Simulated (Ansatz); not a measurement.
**Ligand exchange: C2H7AlO + InH2(SH) → C2H7AlS + InH2(OH)**

Species: C2H7AlO `C[CH2][AlH][OH]`, singlet; InH2(SH), singlet; C2H7AlS `C[CH2][AlH][SH]`, singlet; InH2(OH), singlet. The partners trade OH for SH: Al–OH and In–SH bonds give way to Al–SH and In–OH.

Shapes, held fixed at every level: PBE0-D4/def2-TZVP. Flexible molecules stand in one conformer, not always the lowest. Programs: Ansatz 0.2.0. The zero-point and thermal change to 298 K, harmonic and unscaled (PBE0-D4/def2-TZVP), is -0.5 kJ/mol.

```tsv
level	kind	ΔH(298 K) (kJ/mol)	less CCSD(T)/def2-TZVPP	CPU time (sum over the molecules)
SPW92/def2-TZVPP	LDA	+76.7	-2.4	12 s
PBE-D4/def2-TZVPP	GGA	+71.4	-7.7	23 s
wB97M-V/def2-TZVPP	range-separated hybrid	+80.3	+1.2	93 s
B2PLYP/def2-TZVPP	double hybrid	+81.0	+1.9	45 s
CCSD(T)/def2-SVP	coupled cluster or CI	+81.6	+2.5	25 s
CCSD/def2-SVP	coupled cluster or CI	+83.6	+4.5	–
CCSD(T)/def2-TZVPP	coupled cluster or CI	+79.1	0.0	9.7 min
```

The highest level, CCSD(T)/def2-TZVPP, gives ΔH(298 K) = +79.1 kJ/mol; the levels span +71.4 to +83.6. The column of differences is taken from that level and isn't an error. No measured value is set beside it here. For atoms past krypton def2 sets carry core potentials with scalar relativity. Correlated rows may include outer-core shells of In, which these sets cover unevenly. Times are processor times on shared x86 and Arm servers, and rough.
